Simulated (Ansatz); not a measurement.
`N[SiH2][GeH2][NH2]` + `OBF` → `[NH2][GeH2][O]BF` + `N[SiH3]`  (cleavage of the Ge–Si bond)

Computed with Ansatz on PBE0-D4/def2-TZVP structures; ΔE is electronic, products minus reactants. CBS: MP2 limit from def2 TZ/QZ plus the TZ coupled-cluster correction, frozen cores. This one scheme is used for every species. DFT in def2-TZVPP. B3LYP here is the variant with VWN-RPA as its local correlation; programs differ in this. For Ge outer-core shells are correlated without core-valence functions, which leaves a few kJ/mol of doubt a bond. Scalar relativity is left out up to krypton. Each species was taken in one conformer, which may not be the lowest.

`N[SiH2][GeH2][NH2]`:

Z-matrix (Å, degrees):
```
Si
Ge 1 2.391
N 1 1.729 2 107.0
H 1 1.489 2 110.2 3 115.6
H 1 1.498 2 110.6 3 -126.6
N 2 1.855 1 113.2 3 -60.6
H 2 1.544 1 110.1 3 57.9
H 2 1.541 1 112.1 3 179.2
H 3 1.008 1 119.2 2 162.9
H 3 1.008 1 119.0 2 -57.4
H 6 1.012 2 112.1 1 -70.2
H 6 1.013 2 112.1 1 50.4
```

`OBF`:

Z-matrix (Å, degrees):
```
B
O 1 1.344
F 1 1.332 2 120.3
H 1 1.192 2 120.1 3 -180.0
H 2 0.963 1 113.4 3 -0.0
```

`[NH2][GeH2][O]BF`:

Z-matrix (Å, degrees):
```
Ge
O 1 1.807
N 1 1.814 2 111.7
H 1 1.532 2 107.3 3 -119.2
H 1 1.528 2 103.7 3 117.5
B 2 1.335 1 126.8 3 99.9
H 3 1.009 1 116.2 2 -69.2
H 3 1.010 1 116.1 2 62.1
F 6 1.330 2 118.8 1 -177.9
H 6 1.203 2 123.8 1 2.0
```

`N[SiH3]`:

Z-matrix (Å, degrees):
```
Si
N 1 1.720
H 1 1.486 2 107.9
H 1 1.494 2 116.0 3 -120.3
H 1 1.486 2 107.9 3 119.4
H 2 1.007 1 119.6 3 -168.6
H 2 1.007 1 119.6 3 49.2
```

```csv
level,ΔE (kJ/mol),difference from CCSD(T)/CBS
PBE-D4,-20.9,19.2
r2SCAN-D4,-35.7,4.4
PBE0-D4,-26.4,13.7
B3LYP-D4,-38.2,1.9
ωB97M-V,-42.3,-2.2
B2PLYP,-46.5,-6.4
PBE,-23.1,17.0
r2SCAN,-36.4,3.7
PBE0,-28.6,11.5
HF/def2-TZVPP,-66.3,-26.2
MP2/def2-TZVPP,-48.6,-8.5
CCSD/def2-TZVPP,-46.7,-6.6
CCSD(T)/def2-TZVPP,-44.8,-4.7
HF/def2-QZVPP,-68.0,-27.9
MP2/def2-QZVPP,-46.6,-6.5
HF/CBS(def2),-68.2,-28.1
CCSD(T)/CBS,-40.1,0
```

Largest T1 diagnostic among the species: 0.013.

From PBE to PBE0 (25 % exact exchange), in def2-TZVPP and without D4, ΔE moves by −5.5 kJ/mol. The D4 term adds +3.6 kJ/mol with B3LYP and +2.2 kJ/mol with PBE0; it sums over pairs of atoms, weighted by their polarisabilities, and B3LYP, whose exchange is more repulsive, gets the larger term. In def2-TZVPP, CCSD(T) changes the Hartree–Fock value by +21.5 kJ/mol (the triples alone add +1.9 kJ/mol) and MP2 by +17.6 kJ/mol.
